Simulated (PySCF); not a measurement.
H$_{2}$AlO$_{2}$, charge +1, singlet, geometry from GFN2-xTB (such geometries of metal compounds can be far from the true shape). Base run: MP2/STO-3G (PySCF).

Here is a job for PySCF.
```python
from pyscf import gto, scf, mp

mol = gto.M(
    atom='''
Al    0.00132080    0.02336884    0.00560416
O     1.23746324    0.11111106   -1.01695056
H     1.88158776    0.60380242   -1.53726831
O    -1.24415863   -0.22957239    0.98854196
H    -1.84519501    0.04009327    1.69168308
''',
    basis='sto-3g',
    charge=1,
    verbose=4,
)

mf = scf.RHF(mol)
mf.kernel()

pt = mp.MP2(mf, frozen=7)
pt.kernel()
print('E(MP2) = %.10f' % pt.e_tot)
```

Each row names what was changed in the base input (with any setting that the change needs).

| change | basis functions | E (Eh) | MP2 correlation (Eh) | SCF-reference HOMO (eV) | SCF-reference HOMO-LUMO gap (eV) |
|---|---|---|---|---|---|
| base | 21 | -387.81600 | -0.10180 | -15.88 | 15.85 |
| basis = 3-21G | 35 | -390.73687 | -0.26109 | -19.39 | 14.50 |
| basis = pcseg-0 | 35 | [?] | [?] | [?] | [?] |
| basis = pcseg-1 | 56 | -392.98719 | -0.42159 | -20.45 | 15.24 |
| basis = cc-pVDZ | 56 | [?] | [?] | [?] | [?] |
| basis = def2-SVP | 56 | -392.85844 | -0.41905 | -20.22 | 15.24 |
| basis = cc-pV(D+d)Z | 61 | -393.06493 | -0.42128 | -20.28 | 15.15 |
| basis = 6-311G** | 74 | -393.12950 | -0.44824 | -20.17 | 15.15 |
| basis = def2-SVPD | 86 | -392.89258 | -0.43916 | -20.40 | 15.22 |
| basis = def2-TZVP | [?] | [?] | [?] | [?] | 15.13 |
| basis = pcseg-2 | 122 | [?] | [?] | [?] | 15.13 |
| basis = cc-pVTZ | 122 | -393.24782 | -0.53607 | -20.24 | 15.14 |
| basis = def2-TZVPP | 132 | -393.25389 | -0.53304 | -20.28 | 15.13 |

Fill in the missing entries.


- basis = pcseg-0, E (Eh): -392.15695
- basis = pcseg-0, MP2 correlation (Eh): -0.26688
- basis = pcseg-0, SCF-reference HOMO (eV): -19.80
- basis = pcseg-0, SCF-reference HOMO-LUMO gap (eV): 14.63
- basis = cc-pVDZ, E (Eh): -393.04791
- basis = cc-pVDZ, MP2 correlation (Eh): -0.42115
- basis = cc-pVDZ, SCF-reference HOMO (eV): -20.26
- basis = cc-pVDZ, SCF-reference HOMO-LUMO gap (eV): 15.18
- basis = def2-TZVP, basis functions: 111
- basis = def2-TZVP, E (Eh): -393.24482
- basis = def2-TZVP, MP2 correlation (Eh): -0.52724
- basis = def2-TZVP, SCF-reference HOMO (eV): -20.27
- basis = pcseg-2, E (Eh): -393.23441
- basis = pcseg-2, MP2 correlation (Eh): -0.52445
- basis = pcseg-2, SCF-reference HOMO (eV): -20.30

Totals compare only among sets that treat the same electrons; sets with core potentials leave the core out.
